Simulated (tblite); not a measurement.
Species: C₇H₁₁FSi.
Atom-mapped SMILES: `[CH2:1]=[CH:2][C:3](=[CH2:4])[C:5](=[CH2:6])[SiH2:7][CH2:8][F:9]` (hydrogens: H10, H11 on C1; H12 on C2; H13, H14 on C4; H15, H16 on C6; H17, H18 on Si7; H19, H20 on C8)

Computed with GFN2-xTB (tblite), gas phase: L-BFGS steps from a force-field or distance-geometry start until the largest atomic force falls under 0.01 eV/Å.

Step 0: E = -733.2708 eV
```
atom  x, y, z in Å  |  force x, y, z in eV/Å
C1      1.2773    2.0417   -0.2554   -0.170  -0.277  -0.010
C2      1.4022    0.8904   -0.9226   -0.311   0.303   0.865
C3      0.9994   -0.4292   -0.4159    0.602  -0.264  -0.830
C4      1.3729   -1.5072   -1.1205   -0.332  -0.470   0.583
C5      0.2106   -0.6382    0.8114    0.376   0.544   0.538
C6      0.8149   -0.8194    1.9875   -0.131   0.053   0.090
Si7    -1.6545   -0.6386    0.6018    0.013  -1.790   1.770
C8     -2.2412    0.6263   -0.6003    0.071   0.773  -0.796
F9     -3.6044    0.5782   -0.6775   -0.500   0.096  -0.122
H10     1.6127    2.9713   -0.6934   -0.041  -0.102   0.120
H11     0.8289    2.1037    0.7350    0.155  -0.087  -0.340
H12     1.8745    0.9115   -1.8930   -0.018  -0.181  -0.060
H13     1.9632   -1.4454   -2.0076    0.123   0.080  -0.293
H14     1.1192   -2.5187   -0.7862    0.103   0.520  -0.148
H15     1.9007   -0.8028    2.0745   -0.319  -0.046  -0.009
H16     0.2620   -0.9789    2.9224    0.270   0.068  -0.642
H17    -2.2522   -0.3976    1.9523    0.111   0.026  -0.444
H18    -2.0659   -2.0175    0.1900    0.063   0.457  -0.031
H19    -1.9689    1.6389   -0.3001   -0.041   0.173  -0.101
H20    -1.8565    0.4421   -1.6053   -0.024   0.123  -0.143
```

Step 1: E = -733.3821 eV
```
atom  x, y, z in Å  |  force x, y, z in eV/Å
C1      1.2748    2.0377   -0.2556   -0.158   0.346   0.230
C2      1.3977    0.8948   -0.9103    0.077  -0.330  -0.134
C3      1.0080   -0.4330   -0.4278    0.035   0.111   0.166
C4      1.3682   -1.5139   -1.1121    0.265  -0.279  -0.352
C5      0.2159   -0.6304    0.8191    0.210   0.468  -0.140
C6      0.8130   -0.8186    1.9888    0.231   0.065   0.131
Si7    -1.6543   -0.6642    0.6271   -0.040  -0.651   0.669
C8     -2.2402    0.6373   -0.6117    0.068  -0.113   0.089
F9     -3.6115    0.5796   -0.6792   -0.232   0.125  -0.132
H10     1.6121    2.9699   -0.6917   -0.061  -0.157   0.120
H11     0.8311    2.1024    0.7301    0.061  -0.060  -0.141
H12     1.8743    0.9089   -1.8939   -0.167  -0.128   0.263
H13     1.9650   -1.4442   -2.0118   -0.113  -0.002   0.053
H14     1.1207   -2.5113   -0.7883   -0.030   0.051   0.034
H15     1.8961   -0.8034    2.0744   -0.199  -0.039   0.027
H16     0.2659   -0.9779    2.9132    0.093   0.024  -0.324
H17    -2.2506   -0.3972    1.9459   -0.027   0.046  -0.105
H18    -2.0650   -2.0109    0.1896   -0.010   0.144  -0.078
H19    -1.9695    1.6414   -0.3016   -0.022   0.280  -0.079
H20    -1.8569    0.4438   -1.6074    0.020   0.097  -0.296
```

Question: Estimate the geometry and energy of step 2. (The exact step hangs on the optimiser's Hessian estimate; all steps are aligned on step 1, rigid shifts and turns removed.)

Answer: E = -733.4105 eV, largest force 0.422 eV/Å
```
atom  x, y, z in Å  |  force x, y, z in eV/Å
C1      1.2714    2.0429   -0.2515   -0.019  -0.347  -0.240
C2      1.3980    0.8900   -0.9097    0.008   0.255   0.184
C3      1.0107   -0.4320   -0.4277    0.113  -0.259  -0.031
C4      1.3717   -1.5205   -1.1164    0.062   0.289  -0.001
C5      0.2210   -0.6202    0.8184    0.148   0.279   0.066
C6      0.8166   -0.8173    1.9914    0.054   0.136  -0.272
Si7    -1.6550   -0.6820    0.6451    0.065  -0.054   0.083
C8     -2.2387    0.6380   -0.6128    0.023  -0.274   0.255
F9     -3.6174    0.5822   -0.6820    0.006   0.119  -0.110
H10     1.6109    2.9668   -0.6891   -0.018  -0.001   0.050
H11     0.8328    2.1011    0.7264   -0.062  -0.025   0.125
H12     1.8713    0.9060   -1.8894   -0.097  -0.108   0.139
H13     1.9634   -1.4440   -2.0118   -0.016  -0.020  -0.088
H14     1.1205   -2.5086   -0.7882   -0.058  -0.148   0.072
H15     1.8915   -0.8043    2.0749    0.073  -0.029   0.064
H16     0.2685   -0.9773    2.9053   -0.030  -0.009  -0.088
H17    -2.2507   -0.3963    1.9425   -0.126   0.067   0.152
H18    -2.0650   -2.0068    0.1881   -0.061  -0.088  -0.116
H19    -1.9700    1.6469   -0.3033   -0.046   0.130  -0.091
H20    -1.8566    0.4460   -1.6131   -0.018   0.088  -0.154
```

The energy changes by -0.0284 eV. The first-order estimate −F·Δx gives -0.0546 eV and the mean of the old and new forces, exact on a quadratic surface, -0.0285 eV. The step makes an angle of 18° with the force vector and moves no atom by more than 0.025 Å.

The cost below is that of the whole relaxation. The run took 1.8 s of wall time on an Intel Xeon at 2.50 GHz with one thread, no GPU, shared host.
